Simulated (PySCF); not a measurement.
chloro(methylsilyl)silane (CH7ClSi2), SMILES C[SiH2][SiH2]Cl.

Coordinates come from a B3LYP-D3(BJ)/def2-SVP optimisation. Other conformers were not sampled.

Two levels are set side by side: PBE/def2-TZVP (PySCF) and M06-2X/def2-TZVP (PySCF). Same geometry, gas phase. Differences are taken from unrounded values.

| quantity | M06-2X | PBE | PBE minus M06-2X |
|---|---|---|---|
| orbital gap (eV) | 9.29 | 5.38 | -3.91 |
| highest occupied level (eV) | -9.00 | -6.78 | 2.22 |
| lowest empty level (eV) | 0.28 | -1.40 | -1.68 |
| dipole moment (D) | 1.69 | 1.50 | -0.20 |
| mean polarisability (bohr³) | 79.3 | 82.8 | 3.5 |

PBE's occupied levels lie high since its potential decays too fast outside the molecule; exact exchange lowers them and widens the gap. PBE's more diffuse valence density responds more strongly to a field. Differences between two approximate levels are no errors against the true value.

Rough cost on one machine, each run with all the roots and properties that it gave: M06-2X against PBE about 4 times.
